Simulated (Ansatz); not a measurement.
# Match the barriers

Saddle point of BSiH$_{5}$Cl$_{2}$, closed shell (BSiH₃Cl₂ ([SiH3][B]([Cl])[Cl]) + H₂ → BHCl₂ ([Cl][BH][Cl]) + SiH₄; bonds formed: B1–H6, Si2–H5; bonds broken: B1–Si2, H5–H6), PBE0-D4/def2-TZVP structure:

```tsv
atom	x (Å)	y (Å)	z (Å)
B1	-0.6156	-0.1404	-0.7437
Si2	0.8396	0.1804	0.7561
Cl3	-0.1770	-1.6945	-1.5425
Cl4	-0.7211	1.3992	-1.6735
H5	-1.1135	-0.1792	0.4119
H6	-1.8270	-0.3348	-0.3007
H7	2.0228	0.3456	-0.1189
H8	0.5872	1.4095	1.5503
H9	1.0044	-0.9857	1.6610
```

Computed with Ansatz 0.2.0 (basis: def2-TZVPP, with def2-QZVPP for the basis limit); correlated methods freeze the cores. Extrapolation: Hartree–Fock as exp(−7.88 √X), correlation as X^−2.97. Four methods, as single points on the PBE0-D4 structures, gave these electronic barriers from the start structure: 6.54, 18.64, 21.95, 37.48 kcal/mol.

Question: The methods were, in alphabetical order, HF, MP2, r2SCAN-D4, SPW92. Which gave which? (A judgement: the text doesn't fix the answer.)

Answer: By the calculation: SPW92 6.54; r2SCAN-D4 18.64; MP2 21.95; HF 37.48 kcal/mol. For comparison, CCSD(T) at an estimated basis limit (MP2 extrapolated from triple and quadruple zeta, plus CCSD(T) − MP2 in triple zeta) gives 23.04 kcal/mol.

T1 diagnostic: at most 0.013. The end structure is not quite a true minimum (one mode of 30i cm⁻¹).

Labels in which every atom is bracketed show which atoms are joined, not bond orders.

For scale, one of the runs: CCSD(T)/def2-TZVPP, 227 basis functions (an equivalent command: `ansatz run in.yaml --threads 4`). Hardware: 4 CPU threads, shared host. Wall time 74 s; peak host memory 3.4 GiB.
